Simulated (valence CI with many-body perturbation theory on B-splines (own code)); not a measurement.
**Ni21+: key properties**

Level of theory: configuration interaction combined with many-body perturbation theory (CI+MBPT): five valence electrons over a frozen Dirac-Fock core [He], a basis of 9 s, 9 p, 8 d, 6 f, 3 g, 1 h functions for each j, with the one-electron correlation potential Σ1, the two-electron term Σ2, the three-electron term Σ3, Breit, model QED; selected CI, second order for the rest (own B-spline code, finite nucleus).

No measured levels were compared; by estimate levels of excited configurations hold to 0.05 to 0.15 % of their energy, terms of the ground configuration to about 0.5 %. Among the levels kept, up to 2100 cm⁻¹ of a level comes from second order outside the variational space, and about a tenth of that is noise between levels of different J, which matters for small intervals.

Names give the largest LS component (configuration and term), which can be under half, so a name can repeat, a term be missing and a line seem to break the LS rules; names also repeat where a configuration has a term twice.

Rates and lifetimes use the calculated energies. Strong lines usually hold to 10 to 20 %, long lifetimes can be off by a factor of two.

Task: What is the ground level?

Result: 2s2 2p3 4S°_3/2, composition 80 % 2s2 2p3 4S° + 15 % 2s2 2p3 2P° + 4 % 2s2 2p3 2D°, g = 1.842.

Task: What are the static dipole polarisabilities of the lowest levels?

Result: 2s2 2p3 4S°_3/2 0.00787 (tensor 0.00020); 2s2 2p3 2D°_3/2 0.00721 (tensor 0.0014); 2s2 2p3 2D°_5/2 0.00723 (tensor 0.00052); 2s2 2p3 2P°_1/2 0.00639 bohr³, of which the core gives 1.48e-05.

Task: Where does the other parity begin?

Result: At 2s 2p4 4P_5/2, 105.2 eV.

Task: Among levels below 1183.0 eV, which E1 lines absorb most strongly from the ground level?

Result: to 2s2 2p2 3d 4P_3/2 at 1.079 nm, f = 0.472; to 2s2 2p2 3d 4D_5/2 at 1.080 nm, f = 0.420; to 2s2 2p2 3d 2F_5/2 at 1.085 nm, f = 0.210.

Task: What is the ionisation energy?

Result: 1879.4 eV; NIST lists 1880 ± 5 eV (semi-empirical).
